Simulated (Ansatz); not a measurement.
Job for Ansatz (a quantum-chemistry and plane-wave program): R-HF/def2-TZVPP on CdHI (SMILES [CdH][I]), atoms moved off the minimum. Elements past Kr take the def2 small-core potentials; no spin–orbit coupling.

Ansatz 0.2 input:
```yaml
crystal:
  periodic: [false, false, false]
  atoms:
    - {symbol: Cd, position_ang: [0.03137326, -0.02940129, -1.34768716]}
    - {symbol: H, position_ang: [-0.01529155, -0.08367856, -3.06405382]}
    - {symbol: I, position_ang: [0.03506828, 0.03152158, 1.29389156]}
basis:
  gaussian:
    orbitals: def2-TZVPP
hamiltonian:
  xc: {name: HF}
scf: {lower_state_search: off}
output: {forces: true}
```

The head of its log:

```
WARN ansatz: RAYON_NUM_THREADS=2 ignored (pool sized by the plan → 2); use --threads N
Functional definition: HF
these checks for a lower state are left out or cut short: stability, starts, cluster_reference, orbital_swaps, neighbouring_geometries, increment
integrals: 0.04 GiB planned
1055 factors; their error is unknown
mean field: 0.26 GiB planned
mean field evaluation 1: about -12628.1629 eV, gradient 1.4e1 eV
mean field evaluation 2: about -12628.8363 eV, gradient 1.0e1 eV
```

Question: Give the final energy of this run.

Answer: -464.1586 hartree.
